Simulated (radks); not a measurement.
Species: H. Configuration: 1s1 (the NIST ground configuration). Method: scalar-relativistic Kohn-Sham, PBE, spin-polarised, spherical densities, finite nucleus; open shells are filled with parallel spins first; Gaussian nuclear charge, rms radius 0.8783 fm; computed with a radial shooting solver on a logarithmic mesh with Libxc functionals.

Radial electron density D(r) = 4 pi r^2 rho(r):

r (bohr),D(r) (e/bohr)
0.1076,0.03839
0.1166,0.04423
0.1253,0.05017
0.1357,0.05762
0.1459,0.06517
0.158,0.07459
0.1698,0.08407
0.184,0.09581
0.1977,0.1076
0.2142,0.1220
0.2302,0.1363
0.2493,0.1537
0.2701,0.1728
0.2903,0.1914
0.3144,0.2137
0.3379,0.2351
0.3661,0.2603
0.3934,0.2840
0.4261,0.3115
0.458,0.3368
0.4961,0.3653
0.5331,0.3908
0.5775,0.4184
0.6207,0.4421
0.6724,0.4665
0.7225,0.4859
0.7827,0.5040
0.8412,0.5164
0.9112,0.5252
0.9792,0.5281
1.061,0.5250
1.14,0.5164
1.235,0.5003
1.338,0.4773
1.438,0.4512
1.557,0.4169
1.674,0.3822
1.813,0.3405
1.948,0.3014
2.111,0.2577
2.268,0.2194
2.457,0.1792
2.641,0.1460
2.861,0.1133
3.074,0.08791
3.33,0.06435
3.579,0.04719
3.877,0.03227
4.166,0.02214
4.513,0.01396
4.85,0.008839
5.254,0.005062
5.646,0.002920
6.117,0.001496

D(r) has 1 maximum, at r = 0.979 bohr.
